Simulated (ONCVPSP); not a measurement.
Potentials for Ga (Z = 31) compared

Generated with ld1.x 7.5 (TM, RRKJ, ultrasoft, PAW), atompaw 4.2 or ONCVPSP 4.0.1. The cutoff is in Ry: for ld1.x and atompaw files where the sum of valence levels is converged to 10 mRy in a Bessel basis, for ONCV files where the hardest occupied wave has 1 mHa per electron of residual kinetic energy. The error is the largest all-electron minus pseudo excitation energy over each file’s own four to seven test configurations (ionisations up to +4, promotions, holes and added fractions of an electron), all of which were solved. The labels leave out finer settings (local radius, basis sizes, second energies), which also bear on the numbers. Spin-polarised tests are not counted. The rows are a selection from randomly drawn settings: files with unsolved tests, undetermined cutoffs or missed reference levels are left out.

A true bound ghost makes a file unfit for plane-wave use even where its test errors are small: the radial tests pick states by their node count and pass the ghost by.

| potential | cutoff (Ry) | largest error (meV) | bound ghosts |
| --- | --- | --- | --- |
| ONCV, LDA (Perdew-Wang 92), non-relativistic, rc 1.20/1.35/0.80 (spd), local smoothed, core correction yes, reference 3s2 3p6 3d10 4s1.5 4p1.5, qcut 9.3/9.7/22.5, projectors 2/2/2 | 316 | +0.4 | none |
| ONCV, PBEsol, scalar-relativistic, rc 1.75/1.95/2.10 (spd), local smoothed, core correction yes, reference 4s1.5 4p1.5, qcut 3.4/4.5/5.3, projectors 2/2/1 | 22 | -87 | none |
| ONCV, PBE, scalar-relativistic, rc 1.80/1.70 (sp), local smoothed, core correction yes, reference 4s1, qcut 4/4.4, projectors 3/2 | 16 | +97 | s |
| ONCV, PBE, fully relativistic, rc 1.00/1.05/0.95 (spd), local smoothed, core correction yes, reference 3s2 3p6 3d10 4s2 4p0.5, qcut 13.3/16.2/19.6, projectors 2/2/2 | 260 | +4.1 | none |
| ONCV, PBE, scalar-relativistic, rc 1.85/2.35 (sp), local smoothed, core correction yes, reference 4s2 4p1, qcut 4.2/4.2, projectors 1/2 | 14 | -207 | s |
| ONCV, PBE, fully relativistic, rc 1.00/0.70/1.35 (spd), local smoothed, core correction no, reference 3s2 3p6 3d10 4s2, qcut 10.5/13.5/10.2, projectors 2/3/1 | 171 | +13 | none |

Problem. Fill in the row for Ga: ONCV, PBE, scalar-relativistic, rc 1.05/1.20/1.25 (spd), local smoothed, core correction yes, reference 3s2 3p6 3d10 4s1 4p2, qcut 13.6/9.6/9.8, projectors 2/2/2.

Solution. cutoff 120 Ry, largest error -1.5 meV, bound ghosts: none.
